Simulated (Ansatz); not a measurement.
Relaxation of CH5NSSi (9 atoms, charge 0, multiplicity 1), to a largest force component of 0.02 eV/Å in at most 50 steps.

All numbers below come from UKS r2SCAN-D4/6-31G* in Ansatz 0.2.0.

```xyz
9
Properties=species:S:1:pos:R:3
Si -0.645 1.050 0.079
N 0.695 -0.090 0.255
C 0.551 -1.328 -0.208
S -0.832 -1.800 -0.927
H -0.893 1.257 -1.340
H -1.784 0.547 0.832
H -0.046 2.229 0.710
H 1.572 0.153 0.691
H 1.382 -2.018 -0.093
```

Problem. Where does it end, and by what steps?

Solution. The forces met the threshold. After 6 steps the energy has fallen by 0.104 eV; S4 moved furthest, 0.17 Å.

```
step  energy less start (eV)  largest force component (eV/Å)  accepted
   0                  0.0000                           0.841       yes
   1                 -0.0939                           0.221       yes
   2                 -0.1025                           0.081       yes
   3                 -0.1029                           0.117       yes
   4                 -0.1007                           0.251        no
   5                 -0.1037                           0.031       yes
   6                 -0.1038                           0.004       yes
```

```xyz
9
Properties=species:S:1:pos:R:3
Si -0.637 1.073 0.090
N 0.683 -0.121 0.240
C 0.558 -1.384 -0.223
S -0.796 -1.959 -0.965
H -0.948 1.359 -1.329
H -1.838 0.648 0.845
H -0.032 2.274 0.730
H 1.566 0.123 0.681
H 1.442 -2.014 -0.067
```

Time of the run: 22 s on 2 threads of Intel(R) Xeon(R) Platinum 8488C (Sapphire Rapids) (shared host), peak memory 0.24 GiB.
